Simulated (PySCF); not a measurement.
C3H7AlBrN.
Bonds: Al1–N2, N2–C3 (triple), C3–C4, C4–C5, C5–Br6. Hydrogens: H7, H8, H9 on Al1; H10, H11 on C4; H12, H13 on C5.

The calculation used PBE0-D3(BJ)/def2-SVP geometry optimisation, gas phase (PySCF).

Task: How far are the bound atoms from Al1?

Result: 4 atoms: H7 1.603 Å, H9 1.603 Å, H8 1.604 Å, N2 2.040 Å. The nearest atom not counted as bound is C3, at 3.19 Å.

Task: List the angles at Al1.

Result: 
```tsv
angle	degrees	distance of the outer atoms (Å)
H7–Al1–H9	117.8	2.75
H7–Al1–H8	117.7	2.75
H8–Al1–H9	117.5	2.74
N2–Al1–H7	99.1	2.79
N2–Al1–H9	99.0	2.78
N2–Al1–H8	98.4	2.77
```

Task: What is the shape at Al1?

Result: Distorted tetrahedral: angles from 98.4° to 117.8°; τ4 = (360° − α − β)/141° = 0.88 with α and β the two widest (0 for a square, 1 for a tetrahedron).

Task: What are the other bond lengths?

Result: N2≡C3 1.152 Å; C3–C4 1.453 Å; C4–C5 1.526 Å; C5–Br6 1.929 Å; C4–H10, C4–H11 1.102 Å; C5–H12, C5–H13 1.097 Å.

Task: Give some angles away from the centre.

Result: Al1–N2–C3 179.5°, N2–C3–C4 178.1°, C3–C4–C5 111.3°, C4–C5–Br6 110.1°.

Charge 0, singlet. PBE0-D3(BJ)/def2-SVP frequencies: not computed here.

The values belong to the conformer `[AlH3-:1][N+:2]#[C:3][CH2:4][CH2:5][Br:6]`: C3–C4–C5–Br6 180°.
